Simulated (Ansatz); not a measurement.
Two isomers of C2H9BOSi: A = `BO[SiH](C)C`, B = `BCC(O)[SiH3]`.

Calculated with Ansatz (gas phase, PBE0-D4/def2-TZVP geometries, no zero-point term in ΔE). CCSD(T)/CBS is the MP2 limit (def2-TZVPP, def2-QZVPP) plus CCSD(T) − MP2 in def2-TZVPP, frozen cores. Functionals use def2-TZVPP. B3LYP here is the variant with VWN-RPA as its local correlation; programs differ in this. One conformer a species, not always the lowest.

Q: Which is lower in electronic energy at CCSD(T)/CBS, and by how much? (An estimate is asked.)

A: Ansatz gave: A, by 93.1 kcal/mol.

Q: Give E(B) − E(A) in kcal/mol with CCSD(T)/def2-TZVPP, r2SCAN-D4, HF/def2-TZVPP, ωB97M-V, PBE-D4, B3LYP-D4, B2PLYP. (Estimate.)

A: The calculation gave: CCSD(T)/def2-TZVPP 92.4, r2SCAN-D4 93.6, HF/def2-TZVPP 95.3, ωB97M-V 92.9, PBE-D4 88.6, B3LYP-D4 92.9, B2PLYP 94.2. None reverses the order clearly.

Largest T1 diagnostic: 0.012.

From PBE to PBE0 (25 % exact exchange), in def2-TZVPP and without D4, E(B) − E(A) moves by +1.9 kcal/mol.
